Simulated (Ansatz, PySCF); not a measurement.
C2H4F2Si2, SMILES [SiH2]([Si@@H](F)C#C)F. Atoms are numbered in the order given.

```xyz
10

C      2.8134     0.9228     0.2646
C      1.8494     0.1803     0.3095
Si     0.3430    -0.8495     0.3875
F      0.3306    -1.8857    -0.8737
Si    -1.5547     0.5302     0.2650
F     -1.4014     1.5163    -1.0275
H      3.6686     1.5734     0.2227
H      0.3560    -1.6576     1.6367
H     -2.8049    -0.2639     0.1056
H     -1.6471     1.3703     1.4929
```

Coordinates come from a B3LYP-D3(BJ)/def2-SVP optimisation. The structure was generated by enumeration; whether it is a known compound was not checked. The values are those of a single conformer.

Two levels are set side by side: PBE-D3(BJ)/def2-SVP (Ansatz, a quantum-chemistry and plane-wave program) and B3LYP-D3(BJ)/def2-SVP (Ansatz). Each level has its own optimised geometry; the coordinates shown are those of the second. Frequencies come from the Hessian of PySCF at each geometry. Differences are taken from unrounded values.

| quantity | B3LYP-D3(BJ) |
|---|---|
| mean bond length (Å) | 1.578 |
| bond C1–C2 (Å) | 1.218 |
| bond C2–Si3 (Å) | 1.826 |
| bond Si3–F4 (Å) | 1.632 |
| bond Si3–Si5 (Å) | 2.349 |
| bond Si5–F6 (Å) | 1.633 |
| bond C1–H7 (Å) | 1.075 |
| bond Si3–H8 (Å) | 1.488 |
| bond Si5–H9 (Å) | 1.490 |
| bond Si5–H10 (Å) | 1.491 |
| highest harmonic wavenumber (cm⁻¹) | 3453 |
| mean harmonic wavenumber (cm⁻¹) | 942 |
| zero-point energy (kcal/mol) | 32.33 |

Problem. What does PBE-D3(BJ) give, and how far is it from B3LYP-D3(BJ)? (Estimate from the structure and the level; the computed values follow.)

Solution. 
```
quantity                            PBE-D3(BJ)  PBE-D3(BJ) minus B3LYP-D3(BJ)
----------------------------------  ----------  -----------------------------
mean bond length (Å)                     1.589                          0.011
bond C1–C2 (Å)                           1.229                          0.012
bond C2–Si3 (Å)                          1.830                          0.003
bond Si3–F4 (Å)                          1.644                          0.012
bond Si3–Si5 (Å)                         2.355                          0.006
bond Si5–F6 (Å)                          1.644                          0.011
bond C1–H7 (Å)                           1.083                          0.008
bond Si3–H8 (Å)                          1.503                          0.015
bond Si5–H9 (Å)                          1.504                          0.014
bond Si5–H10 (Å)                         1.505                          0.014
highest harmonic wavenumber (cm⁻¹)        3387                            -66
mean harmonic wavenumber (cm⁻¹)            910                            -32
zero-point energy (kcal/mol)             31.23                          -1.10
```

GGA bonds tend to be longer and softer than those of functionals with exact exchange. Differences between two approximate levels are no errors against the true value.
